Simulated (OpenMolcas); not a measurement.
**Ne VI: the spin-orbit constant, worked from levels**

```yaml
Program: OpenMolcas 26.06
Basis: ANO-R2 [4s4p2d1f]
Scalar_Hamiltonian: X2C, finite nucleus
Active_space: 3 electrons in 8 orbitals (2s 2p 3s 3p)
State_averaging: 2S+1 = 4 odd, 1 root; 2S+1 = 2 odd, 8 roots (3 in the spin-orbit step); 2S+1 = 4 even, 3 roots; 2S+1 = 2 even, 9 roots
Spin-orbit_coupling: state interaction with AMFI integrals over the reference wave functions, term energies averaged over their components
```

Methods: CASSCF; SS-CASPT2, IPEA 0.25 Eh, imaginary shift 0.1 Eh (closed shells correlated: 1s). Measured levels: NIST levels in Podobedova, Fuhr, Reader and Wiese, J. Phys. Chem. Ref. Data 33, 525 (2004).

**The spin-orbit constant.** For the Hund term ²P° of p1, E(J) = (A/2) J(J+1) + constant and ζ = 2S·A = A. From J = 1/2 to J = 3/2 the energy changes by 1.5 A.

```
   Source  E(3/2) - E(1/2)      A    ζ
   CASSCF           1261.9  841.3  841
SS-CASPT2           1261.9  841.3  841
 measured           1310.0  873.3  873
```

All in cm-1. SS-CASPT2 is off by -3.7 % and CASSCF by -3.7 %. Both methods take the spin-orbit matrix elements from the reference wave functions, so the second can move ζ only through the term energies and any multistate remixing.

Active for correlation alone: 3p 3s; no level in the range computed is led by a configuration that fills them, so any true level of that kind is missing. Measured partners are found by configuration, term and J. A level has none where our copy of the source lacks it or the pairing is in doubt (some pairs that miss far off the trend of their configuration count as doubtful), and it then counts in no deviation. Levels of configurations outside the active space are missing.

° marks odd parity.
